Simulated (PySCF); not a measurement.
I₄Ti, charge -1, multiplicity 2. Atoms are numbered in the order given.

```xyz
5

Ti     0.0000     0.0000     0.0000
I     -1.5076     1.5076     1.5895
I     -1.5076    -1.5076    -1.5895
I      1.5076    -1.5076     1.5895
I      1.5076     1.5076    -1.5895
```
Charge -1, spin multiplicity 2.

The structure is a stationary point at B3LYP-D3(BJ)/def2-SVPD. The multiplicity is an assumed one; other spin states were not compared. The def2 effective core potentials stand for the cores of I; spin–orbit coupling is left out.

These are r2SCAN/def2-SVPD (PySCF) values and carry that method's errors.

Mulliken values depend strongly on the basis, most of all with diffuse functions as here. ESP charges are fitted to the potential on shells at 1.4 to 2.0 van der Waals radii. Atomic charges (e):

```csv
atom,ESP fit,Mulliken,Mulliken spin
Ti1,___,0.24,1.21
I2,___,-0.31,-0.05
I3,___,-0.31,-0.05
I4,___,-0.31,-0.05
I5,___,-0.31,-0.05
```

Task: What belongs in the gaps? (An estimate is asked for; the answer gives what the named calculation found.)

Result: 
- Ti1, ESP fit: 0.32
- I2, ESP fit: -0.33
- I3, ESP fit: -0.33
- I4, ESP fit: -0.33
- I5, ESP fit: -0.33
